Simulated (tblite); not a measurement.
Species: C2H7SSi (doublet state).
Z-matrix (Å and degrees, GFN2-xTB geometry), rows numbered from 1:
```
C 
C   1  1.4178
S   2  1.9641  1  108.83
Si  3  2.1356  2  101.90  1   -67.58
H   1  1.0740  2  120.29  3   -79.74
H   1  1.0752  2  120.49  3    85.70
H   2  1.0851  1  115.14  3   111.16
H   2  1.0851  1  115.72  3  -115.22
H   4  1.4591  3  107.26  2   -44.12
H   4  1.4517  3  103.79  2  -163.83
H   4  1.4585  3  109.52  2    75.93
```

All values are computed: GFN2-xTB (tblite) harmonic vibrations without scaling, gas phase. Errors from tens to a few hundred cm⁻¹ against measured bands are possible. Modes of hydrogen on silicon can be 10 to 20 % off. One conformer, not necessarily the lowest. Open shells enter through the occupations alone, without spin polarisation, and single modes of such species can be off by tens of per cent.

Harmonic wavenumbers (cm⁻¹): 52.3, 96.8, 152.1, 255.3, 335.0, 377.5, 516.6, 538.1, 556.5, 686.7, 749.6, 773.4, 786.3, 794.7, 997.9, 1107.1, 1189.1, 1204.7, 1394.8, 1453.9, 2292.4, 2306.7, 2366.8, 3015.9, 3033.9, 3117.6, 3159.9.

A = 7009, B = 2837, C = 2254 MHz; mass 91.004 u (most abundant isotopes); point group C1, symmetry number 1; spin multiplicity 2.

Task: What is the zero-point energy?

Result: Half the sum of the wavenumbers: 16656 cm⁻¹ = 199.25 kJ/mol.

Task: Entropy at 500 K, 1 bar (ideal gas, RRHO, classical rotation)?

Result: Translation 175.86, rotation 116.80, vibration 126.89, spin (R ln 2) 5.76: S = 425.3 J/(mol K).

Task: And Cp and H(500 K) − H(0)?

Result: Cp = 151.53 J/(mol K), of which vibrations give 118.27 (their classical limit is 27 R = 224.5); H(500 K) − H(0) = 48.93 kJ/mol without the zero-point energy, 32.30 from vibrations.

Task: Which modes carry the vibrational entropy at 500 K?

Result: 52.3 cm⁻¹: 24.07; 96.8 cm⁻¹: 18.97; 152.1 cm⁻¹: 15.25; 255.3 cm⁻¹: 11.06; 335.0 cm⁻¹: 8.93; 377.5 cm⁻¹: 8.02 J/(mol K); the other 21 give 40.58 together.

Task: Blend soft modes into free rotors: weight 1/[1 + (100 cm⁻¹/ν̃)⁴] for the oscillator and the rest for a rotor with moment μB/(μ + B), μ = h/(8π²ν), B = 10⁻⁴⁴ kg m². What vibrational entropy results?

Result: 117.13 J/(mol K) in place of 126.89, which changes −T·S at 500 K by +4.88 kJ/mol.

Task: What must be added to the electronic energy to get the Gibbs energy at 500 K and 1 bar?

Result: ZPE + [H(500 K) − H(0)] − T·S = 199.25 + 48.93 − 212.66 = 35.52 kJ/mol.

Task: How do the functions run with temperature in this model?

Result: 
```
 T (K)  S (J/(mol K))  Cp (J/(mol K))  H − H(0) (kJ/mol)  G − H(0) (kJ/mol)  ln q(vib)
   150          294.0            73.7               7.99             -36.11       1.88
   250          338.1           101.1              16.74             -67.78       3.49
298.15          356.9           113.2              21.90             -84.52       4.27
   400          393.4           134.8              34.58            -122.77       5.91
   600          454.2           165.0              64.78            -207.73       9.02
   900          527.0           194.1             118.98            -355.35      13.24
```

q(vib) and H(0) count from the zero-point level.

Hindered rotation and anharmonicity are outside this model. Other conformers, if any are populated, would add a mixing term that is left out. The structure is chiral; the term R ln 2 for an equal mix with its mirror image is left out.
